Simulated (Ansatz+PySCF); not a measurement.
The numbers below are computed, except where a source is named.
## Ansatz (development build ahead of 0.2.0) run

```yaml
crystal:
  periodic: [false, false, false]
  atoms:
    - { symbol: C, position_ang: [0.0, 0.0, -1.95941] }
    - { symbol: I, position_ang: [0.0, 0.0, 0.35336] }
    - { symbol: H, position_ang: [0.0, -1.12534, -2.32387] }
    - { symbol: H, position_ang: [-0.97458, 0.56267, -2.32387] }
    - { symbol: H, position_ang: [0.97458, 0.56267, -2.32387] }
basis:
  gaussian: { orbitals: def2-SVP }
hamiltonian:
  xc: hf
correlation:
  method: ccsd_t
  frozen_orbitals: { C: 1, H: 0, I: 4 }
scf:
  omitted_lower_state_checks: [stability, starts, atomic_configurations, cluster_reference, orbital_swaps, given_window_search, neighbouring_geometries, increment]
```

The input is written out in the form of the current development build from the run's settings. The basis set brings a core potential for I, so the total leaves out those core electrons.

The run gave:

```json
{"Converged": "yes", "Reference energy": "-336.20939 hartree", "CCSD correlation energy": "-0.29993 hartree", "Triples correction": "-0.00861 hartree", "Total energy": "-336.51793 hartree", "Spin squared of the determinant": "0.000", "Largest doubles amplitude": "0.11", "Occupied orbitals by symmetry in an Abelian subgroup (alpha; beta)": "12 A' 5 A''; 12 A' 5 A''"}
```
